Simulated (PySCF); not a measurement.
## Sr2Te, singlet: molecular constants

These are results of PySCF, PBE0, basis Te def2-SVP with ECP28, Sr def2-SVP with ECP28 (scalar-relativistic core potentials, no spin–orbit coupling, density fitting), not measurements.

The structure is a minimum.

Coordinates in bohr (charge 0 multiplicity 1):
```
Te    0.0000    0.0000   -2.5993
Sr    3.4761    0.0000    1.9206
Sr   -3.4761    0.0000    1.9206
```

```
Point group                                                                   : C2v
Bond lengths                                                                  : Sr–Sr 3.679 Å, Te–Sr 3.017 Å (×2)
Bond angles                                                                   : Sr–Sr–Te 52.4° (×2), Sr–Te–Sr 75.1°
Atomisation energy without zero-point energy                                  : 442 kJ/mol
Rotational constants                                                          : 0.03944, 0.02834, 0.01649 cm⁻¹
Zero-point energy                                                             : 2.4 kJ/mol
Highest occupied level                                                        : -3.72 eV
Principal quadrupole moments (Buckingham, traceless) about the centre of mass : -26.35, -8.58, 34.93 D Å
Lowest empty level                                                            : -2.02 eV
Heat capacity Cp at 298.15 K                                                  : 57.3 J/(mol K)
Dipole moment                                                                 : 5.21 D
Rotational symmetry number                                                    : 2
Principal polarisabilities                                                    : 257.9, 283.9, 562.8 bohr³
Entropy at 298.15 K and 1 bar                                                 : 340.8 J/(mol K)
Enthalpy at 298.15 K above 0 K                                                : 15.22 kJ/mol
```

Harmonic modes (masses in u: Te 129.906, Sr 87.906):
| symmetry | ω (cm⁻¹) | IR (km/mol) | μ (u) |
| --- | --- | --- | --- |
| a1 | 90 | 4.1 | 93.26 |
| b2 | 133 | 12.5 | 98.57 |
| a1 | 180 | 10.4 | 100.87 |

In C2v the vibrations span 2a1 + b2. Here b1 is antisymmetric to the molecular plane and b2 lies in it.

Charges (e):
| atom | Mulliken | Löwdin | polar tensor | Mayer order to Te1 |
| --- | --- | --- | --- | --- |
| Te1 | -0.53 | 0.02 | -0.31 | – |
| Sr2,3 | 0.27 | -0.01 | 0.16 | 1.11 |
Other Mayer orders above 0.3: Sr–Sr 0.96.

Mulliken populations on Te1 (electrons outside its core potential): s 3.91, p 10.60, d 10.02.

Outer orbital energies (eV). occupied: -24.46, -24.43, -24.38, -14.38, -5.66, -5.48, -4.99, -3.72; empty: -2.02, -1.04, -0.99, -0.72.

This need not be the most stable arrangement of these atoms.

The final relaxation and frequency run took roughly 30 core-seconds on a shared host.
